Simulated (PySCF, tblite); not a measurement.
Isomers of C5H13NO2Si, one GFN2-xTB conformer each. Single-point energies are computed at PBE0/pcSseg-1 (PySCF, gas phase, no added dispersion term), electronic only.

| SMILES | GFN2-xTB relative energy (kJ/mol) |
| --- | --- |
| C=C[C@@H](CC)O[Si@H](N)O | 44.1 |
| CCO[SiH2]N(C)C(C)=O | 0.0 |
| COC[SiH2]N(C)C(C)=O | 195.3 |
| COC/C(=N\[SiH3])[C@H](C)O | 277.4 |
| CNC(=O)[C@@H](C)OC[SiH3] | 266.1 |
| CC[C@H](O[SiH3])C(=O)NC | 79.1 |
| CNC(=O)[C@H](C)CO[SiH3] | 88.1 |

Conformers: `[CH2:1]=[CH:2][C@@H:3]([CH2:4][CH3:5])[O:6][Si@H:7]([NH2:8])[OH:9]` with C1–C2–C3–C4 94°, C2–C3–C4–C5 61°, C2–C3–O6–Si7 171°, C3–O6–Si7–N8 -55°, O6–Si7–N8–H -168° and 56°; `[CH3:1][CH2:2][O:3][SiH2:4][N:5]([CH3:6])[C:7]([CH3:8])=[O:9]` with C1–C2–O3–Si4 -63°, C2–O3–Si4–N5 -174°, O3–Si4–N5–C6 0°, Si4–N5–C7–C8 180°; `[CH3:1][O:2][CH2:3][SiH2:4][N:5]([CH3:6])[C:7]([CH3:8])=[O:9]` with C1–O2–C3–Si4 -66°, O2–C3–Si4–N5 -161°, C3–Si4–N5–C6 -3°, Si4–N5–C7–C8 -179°; `[CH3:1][O:2][CH2:3]/[C:4](=[N:5]\[SiH3:6])[C@H:7]([CH3:8])[OH:9]` with C1–O2–C3–C4 161°, O2–C3–C4–N5 -27°, C3–C4–C7–C8 -81°, C4–C7–O9–H 27°; `[CH3:1][NH:2][C:3](=[O:4])[C@@H:5]([CH3:6])[O:7][CH2:8][SiH3:9]` with C1–N2–C3–O4 2°, N2–C3–C5–C6 -89°, C3–C5–O7–C8 76°, C5–O7–C8–Si9 -176°; `[CH3:1][CH2:2][C@H:3]([O:4][SiH3:5])[C:6](=[O:7])[NH:8][CH3:9]` with C1–C2–C3–O4 -61°, C2–C3–O4–Si5 -93°, C2–C3–C6–O7 98°, C3–C6–N8–C9 178°; `[CH3:1][NH:2][C:3](=[O:4])[C@H:5]([CH3:6])[CH2:7][O:8][SiH3:9]` with C1–N2–C3–O4 5°, N2–C3–C5–C6 -179°, C3–C5–C7–O8 -72°, C5–C7–O8–Si9 -173°.

Question: What does PBE0/pcSseg-1 give for the same structures?

Answer: 
| SMILES | PBE0/pcSseg-1 E (Eh) | PBE0/pcSseg-1 (kJ/mol) | GFN2-xTB (kJ/mol) | point group |
| --- | --- | --- | --- | --- |
| C=C[C@@H](CC)O[Si@H](N)O | -692.49482 | 0.0 | 44.1 | C1 |
| CCO[SiH2]N(C)C(C)=O | -692.47923 | 40.9 | 0.0 | C1 |
| CC[C@H](O[SiH3])C(=O)NC | -692.44975 | 118.3 | 79.1 | C1 |
| CNC(=O)[C@H](C)CO[SiH3] | -692.44883 | 120.7 | 88.1 | C1 |
| COC[SiH2]N(C)C(C)=O | -692.41484 | 210.0 | 195.3 | C1 |
| CNC(=O)[C@@H](C)OC[SiH3] | -692.40810 | 227.7 | 266.1 | C1 |
| COC/C(=N\[SiH3])[C@H](C)O | -692.38127 | 298.1 | 277.4 | C1 |

GFN2-xTB puts CCO[SiH2]N(C)C(C)=O lowest instead; measured from each level's own lowest isomer, the values differ by up to 44.1 kJ/mol (C=C[C@@H](CC)O[Si@H](N)O: 44.1 against 0.0). As drawn, the lowest has an N–H bond, an Si–O bond and a C=C bond outside aromatic rings, which the highest lacks; the highest has a C=N bond, which the lowest lacks. Neighbours under 10 kJ/mol apart (CC[C@H](O[SiH3])C(=O)NC and CNC(=O)[C@H](C)CO[SiH3]) can change places with a better method, another conformer or zero-point energy.

Question: Which frontier levels, dipoles and rotational constants go with these structures?

Answer: 
```csv
SMILES,"HOMO (eV, PBE0/pcSseg-1)",LUMO (eV),dipole (D),"A, B, C (MHz)"
C=C[C@@H](CC)O[Si@H](N)O,-7.51,0.19,2.16,"2032, 787.9, 708.1"
CCO[SiH2]N(C)C(C)=O,-7.32,0.64,3.07,"3327, 711.2, 615.8"
CC[C@H](O[SiH3])C(=O)NC,-7.46,0.44,5.14,"1680, 1055, 705.1"
CNC(=O)[C@H](C)CO[SiH3],-7.03,0.02,3.68,"1814, 855.1, 608.6"
COC[SiH2]N(C)C(C)=O,-6.72,0.43,3.87,"3269, 675.5, 579.8"
CNC(=O)[C@@H](C)OC[SiH3],-7.01,0.60,2.64,"1881, 781.6, 641.3"
COC/C(=N\[SiH3])[C@H](C)O,-7.12,-0.77,4.34,"1833, 930.3, 683.1"
```

Question: What happens when harmonic zero-point energies from GFN2-xTB frequencies are added?

Answer: 
| SMILES | ZPE (kJ/mol) | electronic (kJ/mol) | with ZPE (kJ/mol) |
| --- | --- | --- | --- |
| C=C[C@@H](CC)O[Si@H](N)O | 466.0 | 0.0 | 0.0 |
| CCO[SiH2]N(C)C(C)=O | 465.0 | 40.9 | 40.0 |
| CC[C@H](O[SiH3])C(=O)NC | 459.1 | 118.3 | 111.5 |
| CNC(=O)[C@H](C)CO[SiH3] | 457.4 | 120.7 | 112.2 |
| COC[SiH2]N(C)C(C)=O | 460.6 | 210.0 | 204.7 |
| CNC(=O)[C@@H](C)OC[SiH3] | 452.9 | 227.7 | 214.6 |
| COC/C(=N\[SiH3])[C@H](C)O | 451.5 | 298.1 | 283.7 |

The zero-point energies span 14.5 kJ/mol. The order is unchanged.
